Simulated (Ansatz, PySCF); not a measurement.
Energy difference 2 R1 → P1 + P2, each structure at its B3LYP-D3(BJ)/def2-TZVP stationary point, reached from a drawn start (curvature not checked).
R1: H4OSi (SMILES O[SiH3]), charge 0, multiplicity 1.
P1: H6OSi2 (SMILES [SiH3]O[SiH3]), charge 0, multiplicity 1.
P2, H2O (SMILES O) (charge 0, multiplicity 1):
| atom | x (Å) | y (Å) | z (Å) |
|---|---|---|---|
| O | 0.0000 | 0.0000 | 0.3896 |
| H | 0.0000 | 0.7650 | -0.1949 |
| H | 0.0000 | -0.7650 | -0.1949 |

P less R. No zero-point or thermal terms.

Correlated levels freeze the cores. CBS: X⁻³ extrapolation of the correlation energy, Hartree–Fock from the larger set.

The values were computed with Ansatz (a program for electronic structure); PySCF for the D3/D4 terms. All values are computed, each at the level named.

The comparison value is -4.87 kcal/mol (CCSD(T)/CBS(cc-pV(T+d)Z, cc-pV(Q+d)Z)). It is a level with limits of its own, not the exact answer.

Task: Order these levels by how close they come to the comparison value for the reaction energy, closest first: wB97M-V/def2-TZVPP, BLYP/def2-TZVPP, revPBE-D3(BJ)/def2-TZVPP, HF/cc-pV(D+d)Z. Give each level's value less the comparison value.

Result: HF/cc-pV(D+d)Z (-0.22 kcal/mol), wB97M-V/def2-TZVPP (0.61 kcal/mol), revPBE-D3(BJ)/def2-TZVPP (1.21 kcal/mol), BLYP/def2-TZVPP (1.86 kcal/mol)
